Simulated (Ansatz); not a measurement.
C2HClSi, SMILES `C#C[Si]Cl` (excited triplet) (charge 0, multiplicity 3). This triplet is an excited state, 1.69 eV above the relaxed singlet at the level B3LYP/cc-pVTZ // PBE0-D3(BJ)/def2-TZVP (Ansatz, a program for electronic structure).

Method: PBE/cc-pVTZ // PBE0-D3(BJ)/def2-TZVP (Ansatz).

Ansatz 0.2 input:
```yaml
crystal:
  periodic: [false, false, false]
  atoms:
    - { symbol: C, position_ang: [-1.461212, 0.103317, -0.067963] }
    - { symbol: C, position_ang: [-0.310846, -0.168593, -0.349893] }
    - { symbol: Si, position_ang: [1.304396, -0.704048, -0.838206] }
    - { symbol: Cl, position_ang: [2.933907, 0.416271, -0.324362] }
    - { symbol: H, position_ang: [-2.466251, 0.35305, 0.184729] }
basis:
  gaussian: { orbitals: cc-pVTZ }
hamiltonian:
  xc: pbe
magnetization:
  spin_polarized: true
  initial_magnetization: 2
```

Output:

```
Functional definition: PBE
936 factors; their error is unknown
mean field evaluation 1: about -22460.9416 eV, gradient 5.3e1 eV
mean field evaluation 2: about -22266.7503 eV, gradient 1.4e2 eV
mean field evaluation 4: about -22472.7447 eV, gradient 2.7e1 eV
mean field evaluation 8: about -22477.0838 eV, gradient 3.3e-1 eV
mean field evaluation 16: about -22477.0492 eV, gradient 6.3e-4 eV
mean field -22477.04919061 eV, -826.0163222637 hartree, gradient 4.3e-5 eV, S^2 2.005994; 0 other end points of the search recorded, 0 dependent functions left out
reference -22477.04922536 eV, -826.0163235407 hartree; 23, 21 occupied and 119, 121 virtual orbitals, 936 factors
Total energy: -22477.04922536 eV, -826.0163235407 hartree
```
